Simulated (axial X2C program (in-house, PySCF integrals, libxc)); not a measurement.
**Bond lengths and stretching modes, held linear, of ClInCl**

Calculated with an axial X2C code built on PySCF integrals: two-component X2C with atomic mean-field Coulomb and Gaunt terms, Gaussian nuclei, basis Cl dyall-av3z, In dyall-v3z with contracted cores. Spin-free rows use the one-electron spin-free X2C Hamiltonian.

Masses Cl 34.969, In 114.904, Cl 34.969 u. States: 2c Ω = 1/2 (beyond evenly filled blocks: ω = 1/2); spin-free M_S = 1/2, Λ = 0 (beyond evenly filled blocks: σα).

MP2, spin-free: energies above the lowest point

```
r(Cl–In) (Å)  r(In–Cl) (Å)  E (meV)
      2.3751        2.3751    11.77
      2.3751        2.4360     3.85
      2.3751        2.4969    28.79
      2.4360        2.3751     3.85
      2.4360        2.4360     0.00
      2.4360        2.4969    28.83
      2.4360        2.5578    82.55
      2.4969        2.3751    28.79
      2.4969        2.4360    28.83
      2.4969        2.4969    61.37
      2.5578        2.4360    82.55
      2.5578        2.5578   179.19
```

Task: Fit a quadratic surface with cubic terms in each bond: where is the minimum, and what are the two stretching wavenumbers?

Result: At MP2, spin-free: bonds 2.414 and 2.414 Å; harmonic stretches 286.1 and 326.8 cm⁻¹; force constants 1.53, 1.53 and coupling 0.16 mdyn/Å.

The other levels and Hamiltonians give:

```json
{"Hamiltonian": "2c", "level": "PBE0", "r(Cl–In) (Å)": "2.434", "r(In–Cl) (Å)": "2.434", "lower stretch (cm⁻¹)": "266.8", "upper stretch (cm⁻¹)": "300.3"}
{"Hamiltonian": "2c", "level": "HF", "r(Cl–In) (Å)": "2.451", "r(In–Cl) (Å)": "2.451", "lower stretch (cm⁻¹)": "274.0", "upper stretch (cm⁻¹)": "294.2"}
{"Hamiltonian": "2c", "level": "BHandHLYP", "r(Cl–In) (Å)": "2.443", "r(In–Cl) (Å)": "2.443", "lower stretch (cm⁻¹)": "267.8", "upper stretch (cm⁻¹)": "295.5"}
{"Hamiltonian": "2c", "level": "MP2", "r(Cl–In) (Å)": "2.414", "r(In–Cl) (Å)": "2.414", "lower stretch (cm⁻¹)": "286.1", "upper stretch (cm⁻¹)": "326.5"}
{"Hamiltonian": "spin-free", "level": "PBE0", "r(Cl–In) (Å)": "2.434", "r(In–Cl) (Å)": "2.434", "lower stretch (cm⁻¹)": "266.9", "upper stretch (cm⁻¹)": "300.7"}
{"Hamiltonian": "spin-free", "level": "HF", "r(Cl–In) (Å)": "2.451", "r(In–Cl) (Å)": "2.451", "lower stretch (cm⁻¹)": "274.2", "upper stretch (cm⁻¹)": "294.7"}
{"Hamiltonian": "spin-free", "level": "BHandHLYP", "r(Cl–In) (Å)": "2.442", "r(In–Cl) (Å)": "2.442", "lower stretch (cm⁻¹)": "268.0", "upper stretch (cm⁻¹)": "295.9"}
```

Each state is one determinant, the lowest of a limited PBE0 search; the stretches come from a fit to these few points and carry an uncertainty of a few per cent. Other orders of the atoms were not compared. MP2 freezes inner shells (threshold -2 hartree). The molecule was held linear; bending was not examined, so a bent shape may lie lower.
